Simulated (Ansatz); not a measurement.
Computed with Ansatz on PBE0-D4/def2-TZVP structures; ΔE is electronic, products minus reactants. CBS: MP2 limit from def2 TZ/QZ plus the TZ coupled-cluster correction, frozen cores. This one scheme is used for every species. One conformer a species, not always the lowest.

Reaction (cleavage of the Si–Si bond): `[SiH3][SiH2][SiH2][SiH3]` + `O[Si]O` → `O[Si]O[SiH3]` + `[SiH3][SiH2][SiH3]`

```tsv
species	HF/CBS(def2) energy (Eh)
`[SiH3][SiH2][SiH2][SiH3]`	-1161.62160
`O[Si]O`	-439.99412
`O[Si]O[SiH3]`	-730.15813
`[SiH3][SiH2][SiH3]`	-871.50417
```

**Question.** Work out ΔE.

**Answer.** ΔE = (-730.15813) + (-871.50417) − (-1161.62160) − (-439.99412) = -0.04658 Eh = -122.3 kJ/mol. CCSD(T)/CBS gives -87.3 kJ/mol.

Largest T1 diagnostic among the species: 0.015.

From PBE to PBE0 (25 % exact exchange), in def2-TZVPP and without D4, ΔE moves by −7.1 kJ/mol. The D4 term adds +4.7 kJ/mol with B3LYP and +3.0 kJ/mol with PBE0; it sums over pairs of atoms, weighted by their polarisabilities, and B3LYP, whose exchange is more repulsive, gets the larger term.

B3LYP here is the variant with VWN-RPA as its local correlation; programs differ in this.
